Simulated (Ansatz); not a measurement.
Reaction (SMILES): FSF → 2 F atom + S atom
B3LYP-D3(BJ)/def2-TZVP geometries, fixed; electronic energies without zero-point terms.

Basis-set convergence of the atomisation energy at HF with Ansatz (a quantum-chemistry and plane-wave program). Cartesian d functions, on some or all atoms, in 6-311G**; all else is spherical. Open shells are unrestricted. No added dispersion term, no relativity. Functions are those of the species that has most. Reference: the value in aug-cc-pV(5+d)Z, 79.42 kcal/mol, itself unsure by roughly 0.44 kcal/mol (its mean distance from pcseg-4, aug-pcseg-3, aug-cc-pV(Q+d)Z).

```tsv
basis	functions	atomisation energy (kcal/mol)
6-311G**	63	(withheld)
def2-SVPD	73	(withheld)
def2-TZVPP	104	76.98
def2-TZVPD	126	(withheld)
cc-pV(Q+d)Z	174	78.80
def2-QZVPP	184	78.92
pcseg-3	184	80.04
def2-QZVPPD	211	(withheld)
aug-cc-pV(5+d)Z	390	79.42
```

Problem. Fill in the missing entries.

Solution. 
- 6-311G**, atomisation energy (kcal/mol): 55.30
- def2-SVPD, atomisation energy (kcal/mol): 67.91
- def2-TZVPD, atomisation energy (kcal/mol): 77.71
- def2-QZVPPD, atomisation energy (kcal/mol): 79.05
